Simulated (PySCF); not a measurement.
# Exercise with solution: entropy of an ideal gas

C5H3Br, SMILES C(=C)=C(Br)C#C.

Geometry: PBE0-D3(BJ)/def2-SVP. This is a generated structure with no PubChem entry under its InChIKey; it may be hypothetical.

PBE0-D3(BJ)/def2-SVP run with PySCF gives the harmonic wavenumbers 120, 162, 185, 338, 427, 456, 548, 606, 621, 667, 718, 894, 977, 1009, 1274, 1448, 2081, 2235, 3140, 3234, 3489 cm⁻¹ and the rotational temperatures 0.1250, 0.0896, 0.0526 K. The molar mass is 142.98 g/mol, the symmetry number 1, the spin multiplicity 1.

Task: Work out the entropy at 298.15 K and 1 atm in the rigid-rotor, harmonic-oscillator model.

Result: 
Translation (Sackur–Tetrode at 1 atm): S = R[1.5 ln M + 2.5 ln T − 1.16487] = 170.6 J/(mol K).
Rotation: q = (√π/σ) T^1.5/√(θA θB θC) = 376000, S = R[ln q + 3/2] = 119.2 J/(mol K).
Vibration: with u = 1.4388 ν/T, each mode gives R[u/(e^u − 1) − ln(1 − e^−u)]:
| ν (cm⁻¹) | modes | u | S (J/(mol K)) |
|---|---|---|---|
| 120 | 1 | 0.58 | 12.97 |
| 162 | 1 | 0.78 | 10.57 |
| 185 | 1 | 0.89 | 9.53 |
| 338 | 1 | 1.63 | 5.11 |
| 427 | 1 | 2.06 | 3.63 |
| 456 | 1 | 2.20 | 3.25 |
| 548 | 1 | 2.64 | 2.29 |
| 606 | 1 | 2.92 | 1.84 |
| 621 | 1 | 3.00 | 1.74 |
| 667 | 1 | 3.22 | 1.45 |
| 718 | 1 | 3.46 | 1.19 |
| 894 | 1 | 4.31 | 0.60 |
| 977 | 1 | 4.71 | 0.43 |
| 1009 | 1 | 4.87 | 0.38 |
| 1274 | 1 | 6.15 | 0.13 |
| 1448 | 1 | 6.99 | 0.06 |
The stiffer modes add less than 0.005 each. Sum 55.2 J/(mol K).
Spin: R ln 1 = 0.0 J/(mol K).
Total 345.0 J/(mol K); the program's own thermochemistry gives 345.0. Translation makes up 49 % and vibration 16 %. Anharmonicity, hindered rotation and orbital degeneracy are left out.
